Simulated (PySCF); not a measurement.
# NMR data sheet: C₆H₁₀N₂Si

| Quantity | Value |
| --- | --- |
| Formula | C6H10N2Si |
| SMILES | CN[C@@H]1[SiH2][C@@]12C[C@@H]2C#N |
| InChI | InChI=1S/C6H10N2Si/c1-8-5-6(9-5)2-4(6)3-7/h4-5,8H,2,9H2,1H3/t4-,5-,6-/m1/s1 |
| Point group of the computed structure | C1 |
| Degrees of unsaturation | 4 |
| Carbon signals | 6 |
| Proton signals | 8 |

Bonds (- single, = double, # triple, : aromatic): C1-N2, N2-C3, C3-Si4, Si4-C5, C5-C6, C6-C7, C7-C8, C8#N9, C5-C3, C7-C5. C1 carries H10, H11, H12; N2 carries H13; C3 carries H14; Si4 carries H15, H16; C6 carries H17, H18; C7 carries H19. Stereochemistry as in CN[C@@H]1[SiH2][C@@]12C[C@@H]2C#N. H17 is cis to C8 on the ring; H15 is cis to N2 on the ring; H18 is trans to C8 on the ring; H16 is trans to N2 on the ring.

[PySCF 2.14.0 with density-fitted response routines: geometry: GFN2-xTB; NMR shieldings at PBE0/pcSseg-1/GIAO; non-relativistic; gas phase; a single conformation; one averaged value for each set of equivalent atoms]

δ = σ(ref) − σ, references computed at the same level: ¹H and ¹³C and ²⁹Si against TMS; ¹⁵N against NH3.

```tsv
carbon	δC, type	δH (multiplicity)	HMBC from (2–3 bonds)	span of the C tensor (ppm)
C1	41.6, CH3	2.61 (s)	H14	71
C3	50.7, CH	2.68 (m)	H16, H15, H10/H11/H12, H19, H17, H18	87
C5	19.0, C	–	H16, H15, H14, H19, H17, H18	95
C6	23.7, CH2	H17 1.64 (m); H18 1.54 (m)	H16, H15, H14, H19	58
C7	4.5, CH	1.77 (m)	H16, H15, H14, H17, H18	71
C8	127.7, C	–	H19, H17, H18	355
```

Other nuclei:
| atoms | nucleus | environment | δ (ppm) | σ (ppm) |
| --- | --- | --- | --- | --- |
| H16 | ¹H | hydrogen on a silicon bonded to 2 C, in a 3-membered ring | 3.16 | 28.56 |
| H15 | ¹H | hydrogen on a silicon bonded to 2 C, in a 3-membered ring | 3.02 | 28.70 |
| H13 | ¹H | hydrogen on an amine nitrogen | -0.57 | 32.29 |
| Si4 | ²⁹Si | silicon bonded to 2 C, 2 H, in a 3-membered ring | -133.2 | 482.4 |
| N9 | ¹⁵N | nitrile nitrogen | 290.4 | -22.7 |
| N2 | ¹⁵N | amine nitrogen | 51.2 | 216.6 |

1. Carbon types of the structure: 2 × C, 2 × CH, 1 × CH2, 1 × CH3, leaving 3 H on heteroatoms.
2. δC 127.7: nitrile carbon; this is the usual window of a C≡N carbon, which has no attached hydrogen.
3. δC 50.7, 23.7, 19.0, 4.5: three-membered-ring carbon.
4. δC 41.6: methyl carbon bonded to N; deshielded by the electronegative neighbour.
5. δH 2.61: hydrogen on a methyl carbon bonded to N; its carbon carries N, an electronegative neighbour.
6. δH -0.57: hydrogen on an amine nitrogen; exchangeable; this is the value without hydrogen bonding to other molecules.

OH and NH positions are those of a molecule without intermolecular hydrogen bonds; in solution they move with solvent, concentration and temperature, and exchange usually removes their couplings. Shifts are as computed. Against solution values, carbons near 30 ppm lie about +3 ppm off and those near 130 ppm about +5 ppm. Of 1211 compounds with measured shifts, 218 miss one by over three times the rms of a fit or turn the order of signals round; such compounds aren't used in these exercises. Experimental scales use liquid or dissolved standards, which lie at an offset from isolated NH3 (liquid NH3: subtract about 20 ppm). Unscaled 15N shifts of sp2 nitrogen come out 20 to 40 ppm too high even then. No couplings were computed; multiplicities are counted from neighbouring protons, with m where these are inequivalent, close in shift, in a saturated or five-membered ring or joined by F or P, and br s for small geminal =CH2 splittings.
